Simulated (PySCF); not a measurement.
Species: C3H7FSi2 (charge +1 and doublet state).
Cartesian coordinates in Å at the GFN2-xTB level; atoms count from 1:
```xyz
13
C3H7FSi2 angstrom
C      3.3330    0.0841   -0.2951
C      2.2430   -0.4329   -0.2316
Si     0.5722   -1.1895   -0.1039
C     -0.3818    0.6176   -0.2236
F     -0.0818    1.2951    0.8911
Si    -2.3645    0.3916   -0.3043
H      4.3010    0.5016   -0.3513
H      0.1267   -1.8905   -1.3018
H      0.2288   -1.7084    1.2124
H      0.0215    1.1889   -1.0659
H     -2.5609   -0.4065   -1.5085
H     -2.7362   -0.2637    0.9426
H     -2.7054    1.8132   -0.4002
```

The hyperfine couplings belong to this conformer and change with its torsions.

As a line formula: `[SiH3][C@H]([SiH2][C]=[CH+])F` [radical] (charge +1).

Computed, not measured: UKS B3LYP, pcH-1 on C F H Si, non-relativistic, mean-field spin-orbit, GIAO (PySCF 2.14.0). The structure is a single GFN2-xTB conformer in the gas phase; no vibrational or solvent corrections. A GFN2-xTB geometry isn't a minimum of the functional, and hyperfine couplings can be far from their values at a DFT geometry, by a factor of two or more for some ions and for spin on atoms past the first row. No stability test was run, so a lower SCF solution isn't excluded.

What is the g tensor, term by term?

```json
{"Δg (ppt)": "relativistic mass correction", "1": "-0.21", "2": "-0.21", "3": "-0.21"}
{"Δg (ppt)": "gauge correction", "1": "0.00", "2": "0.04", "3": "0.04"}
{"Δg (ppt)": "orbital Zeeman/spin–orbit", "1": "0.63", "2": "6.22", "3": "11.48"}
{"Δg (ppt)": "total", "1": "0.43", "2": "6.05", "3": "11.31"}
```

So g = 2.00275, 2.00837, 2.01363 and g_iso = 2.00825; the tensor is rhombic: the two nearest values differ by 48 % of g3 − g1. 

At 9.757 GHz, how far is the centre of the isotropic spectrum from where a free electron (g = 2.002319) resonates?

B = hν/(g μB) with μB/h = 13.99624 MHz/mT gives 348.15 mT for the free electron and 347.13 mT at g_iso, 1.03 mT lower.

What effective moment and Curie constant follow for a powder?

With the mean of g² = 4.0331 and S(S+1) = 0.75: μ_eff = √(⟨g²⟩S(S+1)) = 1.739 μB and χT = 0.12505·⟨g²⟩·S(S+1) = 0.378 cm³ K/mol (cgs; spin-Hamiltonian part alone).

In a frozen sample, at which fields do the three g values resonate at 9.5, 34, 94 and 263 GHz (hyperfine left aside), and which band first spreads them over more than twice a line width of 0.5 mT?

| band | GHz | B(g3) mT | B(g2) mT | B(g1) mT | spread mT |
| --- | --- | --- | --- | --- | --- |
| X | 9.5 | 337.08 | 337.96 | 338.91 | 1.83 |
| Q | 34.0 | 1206.39 | 1209.55 | 1212.95 | 6.56 |
| W | 94.0 | 3335.31 | 3344.05 | 3353.44 | 18.13 |
| J | 263.0 | 9331.77 | 9356.24 | 9382.49 | 50.72 |

The spread grows in proportion to the frequency. X band is the first where it exceeds 1.0 mT.

The largest Mulliken spin populations are on C4 (+0.42), C1 (+0.20), F5 (+0.13) and Si6 (+0.10).

The HOMO–LUMO gaps are 7.22 eV among the α and 2.31 eV among the β orbitals.

On one thread of an Arm Neoverse N1, shared host with 64 logical CPUs at a one-minute load of 14, this took 89 s (grids of density and orbitals included) and 0.89 GiB of memory at its peak.

The SMILES draws the unpaired electron on C2; the largest computed Mulliken spin population is on C4 (0.42 against 0.03).
